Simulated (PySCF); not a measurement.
# Radial density of Fe (iron, neutral)

BP86, [Ar] 3d5 4s2 5s1, high-spin 7S determinant (an excited configuration). All numbers are calculated (PySCF 2.14, the spin-free X2C one-electron Hamiltonian (Gaussian nucleus), in aug-cc-pwCVTZ-DK (10s9p7d4f3g, 127 functions)).

```tsv
r (bohr)	4πr²ρ (e/bohr)	4πr²(ρα − ρβ)
0.00104	0.2284	0.0000
0.00175	0.5762	0.0001
0.00294	1.423	0.0002
0.00494	3.389	0.0005
0.00830	7.596	0.0010
0.0140	15.28	0.0017
0.0235	25.52	0.0021
0.0395	31.42	0.0001
0.0665	26.65	-0.0030
0.112	26.25	0.0338
0.188	35.01	0.3598
0.316	19.79	1.7679
0.532	14.37	4.3124
0.895	13.46	4.2701
1.51	3.448	1.6519
2.53	1.111	0.2068
4.26	0.2182	0.0307
7.16	0.1783	0.1744
12.0	0.03110	0.0311
20.3	4.803e-05	0.0000
```

Densities and radii are taken from the X2C orbitals without a picture-change correction, which distorts them close to the nucleus.

The outer electron is Rydberg-like, and this basis confines it to a smaller radius and binds it less than a complete one would.

(1) Where is the radial spin density 4πr²(ρα − ρβ) most negative, and why is it negative at all?

Results:

(1) Around r = 0.0665 bohr, down to -0.0030 e/bohr: exchange with the open shell polarises the paired shells in an unrestricted calculation.
